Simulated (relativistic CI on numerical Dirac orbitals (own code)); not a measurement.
**Bi IV: computed level list**

Calculated at this level of theory: Dirac-Coulomb-Breit CI, separate exchange-only KLI orbitals for each configuration, model QED (radiative potential, 1s self-energy scaled to tabulated hydrogen-like ionisation energies), valence Slater integrals scaled by 0.85, P86 correlation energy added to each configuration (own radial code, finite nucleus).

Configurations in the expansion (outside the closed core [Xe] 4f14): 5d10 6s2, 5d10 6s 6p, 5d10 6p2, 5d10 6s 6d, 5d10 6s 6f, 5d10 6d2, 5d10 6s 7s, 5d10 5f2, 5d10 6s 7p, 5d10 6p 6d, 5d10 6s 5f, 5d9 6s2 5f, 5d9 6s2 6p, 5d10 5f 6p. Double excitations out of closed p, d and f shells are left out; levels of such configurations are missing from the list, as are those of other unlisted configurations, and high levels can miss mixing partners. These lack a partner that the ground configuration has and come out too high: 5d9 6s2 5f, 5d9 6s2 6p.

```tsv
No.	Configuration	Term	J	E (eV)	%	Next component (%)	Landé g
1	5d10 6s2	1S	0	0.0000	98	2 5d10 6p2 1S	
2	5d10 6s 6p	3P°	0	8.1437	100		
3	5d10 6s 6p	3P°	1	8.8016	92	7 1P°	1.461
4	5d10 6s 6p	3P°	2	11.2239	99		1.501
5	5d10 6s 6p	1P°	1	13.8133	90	8 3P°	1.039
6	5d10 6p2	3P	0	20.4710	83	16 1S	
7	5d10 6p2	1D	2	22.2273	50	33 5d10 6s 6d 1D	1.089
8	5d10 6p2	3P	1	22.5592	98	1 5d10 6s 7s 3S	1.506
9	5d10 6s 7s	3S	1	23.8071	94	5 5d10 6s 6d 3D	1.924
10	5d10 6s 6d	3D	1	23.8395	95	5 5d10 6s 7s 3S	0.572
11	5d10 6s 6d	3D	2	23.9068	93	3 5d10 6p2 3P	1.172
12	5d10 6s 6d	3D	3	24.1161	99	1 5d10 5f 6p 3D	1.334
13	5d10 6s 7s	1S	0	24.4411	99	1 5d10 6p2 1S	
14	5d10 6p2	3P	2	24.5390	59	34 5d10 6s 6d 1D	1.304
15	5d9 6s2 6p	3P°	2	25.4075	65	25 3D°	1.358
16	5d9 6s2 6p	3F°	3	25.6195	50	32 1F°	1.096
17	5d10 6p2	1D	2	26.7524	49	29 5d10 6s 6d 1D	1.103
18	5d10 6s 7p	3P°	0	27.0845	100		
19	5d10 6s 7p	3P°	1	27.1642	80	18 1P°	1.405
20	5d10 6p2	1S	0	27.6621	80	17 3P	
21	5d9 6s2 6p	3F°	2	27.8559	39	38 5d10 6s 5f 3F°	0.827
22	5d10 6s 5f	3F°	4	27.9821	60	38 5d9 6s2 6p 3F°	1.250
23	5d10 6s 7p	3P°	2	27.9863	84	8 5d10 6s 5f 3F°	1.383
24	5d10 6s 7p	1P°	1	28.1970	73	17 3P°	1.094
25	5d10 6s 5f	3F°	3	28.3866	93	2 1F°	1.084
26	5d9 6s2 6p	3P°	1	28.6288	63	34 3D°	1.149
27	5d10 6s 5f	1F°	3	28.7361	95	3 5d10 6p 6d 1F°	1.002
28	5d10 6s 5f	3F°	2	28.8085	48	36 5d9 6s2 6p 3F°	0.767
29	5d9 6s2 6p	3F°	4	29.0030	62	38 5d10 6s 5f 3F°	1.250
30	5d9 6s2 6p	1D°	2	29.1263	66	18 3P°	1.089
31	5d9 6s2 6p	3D°	3	29.3606	73	26 1F°	1.246
32	5d9 6s2 6p	1P°	1	29.8600	79	10 3D°	0.961
33	5d9 6s2 6p	3P°	0	31.1631	100		
34	5d9 6s2 6p	3F°	3	31.8232	49	40 1F°	1.072
35	5d9 6s2 6p	3D°	1	31.9063	55	33 3P°	0.889
36	5d9 6s2 6p	3D°	2	32.2176	56	24 1D°	1.074
37	5d10 6p 6d	3F°	2	33.8174	60	18 5d10 6s 6f 3F°	0.738
38	5d10 6s 6f	3F°	3	34.0255	90	6 1F°	1.079
39	5d10 6s 6f	3F°	4	34.0259	99		1.250
40	5d10 6s 6f	3F°	2	34.1003	81	13 5d10 6p 6d 3F°	0.690
41	5d10 6s 6f	1F°	3	34.1392	83	8 3F°	1.014
42	5d10 6p 6d	3P°	2	34.7567	39	32 3D°	1.228
43	5d10 6p 6d	3F°	3	34.8549	66	16 3D°	1.109
44	5d10 6p 6d	3D°	1	35.0369	64	19 3P°	0.774
45	5d10 6p 6d	3F°	4	37.0834	99	1 5d10 6s 5f 3F°	1.250
```

Energies count from the lowest computed level; ° marks odd parity.

The mean weight of the leading LS term, summed over parents, in these 45 levels is 77 %, and that of the leading jj configuration (from the same eigenvectors) 82 %.

Correlation outside the listed configurations is missing or only estimated: errors of thousands of cm⁻¹ between configurations and terms are usual at this charge. Rates and lifetimes follow the computed energies and can be off by large factors. The fine structure of a lone outer electron comes out too small, for d and f at times inverted, and misplaced configurations move strength between like terms. 13 of the 21 excited levels that our extract of the measured tables holds in this range could be paired (the sources list more); they are missed by 4449 cm⁻¹ on average and 5897 at most, and levels without a partner can miss by more.

LS names give the leading component of a level, which can be under half, so a name can repeat, a term be missing and a line seem to break the LS rules.
